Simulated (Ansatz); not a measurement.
Ansatz results at the PBE0-D4/def2-TZVP geometry: LUMO energy (ωB97M-V/def2-TZVPP) 1.58 eV; HOMO–LUMO gap (B3LYP/def2-TZVPP) 6.71 eV; size of the dipole moment (B3LYP/def2-TZVPP) 2.34 D.

Each molecule was computed in one conformer, which needn't be the lowest.

Problem. Which molecule gave them?
A. `[OH][GeH2][SiH](O)O`
B. `C=C[Si@@H](N)O[Si@H](N)Cl`
C. `N[Si@H](F)N[Si@@H](N)Cl`
D. `N[SiH2]N[SiH](N)O`

Solution. B. The others give `N[Si@H](F)N[Si@@H](N)Cl`: 2.22, 7.91, 1.02; `N[SiH2]N[SiH](N)O`: 1.98, 7.44, 2.78; `[OH][GeH2][SiH](O)O`: 1.28, 7.06, 0.98.

B3LYP here is the variant with VWN-RPA as its local correlation; programs differ in this.
